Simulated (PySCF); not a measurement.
**How methods differ on the ionisation energy of Pb⁺**

Pb⁺ [Xe] 4f14 5d10 6s2 6p1 (2P) → Pb²⁺ [Xe] 4f14 5d10 6s2 (1S), as a difference of total energies. Computed with PySCF 2.14 in aug-cc-pVTZ-PP with one added diffuse shell each of d, f type with ECP60MDF (6s5p5d3f, 67 functions), with scalar relativity through the core potential. Correlated levels: valence: 5s2 5p6 5d10 frozen. The calculations carry no spin-orbit coupling.

| method | ionisation energy (eV) |
| --- | --- |
| UHF | 13.200 |
| MP2 (valence) | 13.386 |
| SCS-MP2 (valence) | 13.373 |
| CCSD (valence) | 13.438 |
| CCSD(T) (valence) | 13.449 |

How much does correlation contribute at CCSD(T) (valence)?

13.449 − (13.200) = 0.249 eV, measured against UHF.

Errors of the correlated levels include the incompleteness of this basis and the frozen core.

For comparison: 13.869 eV (measured; NIST levels, between the centres of gravity of the two terms).
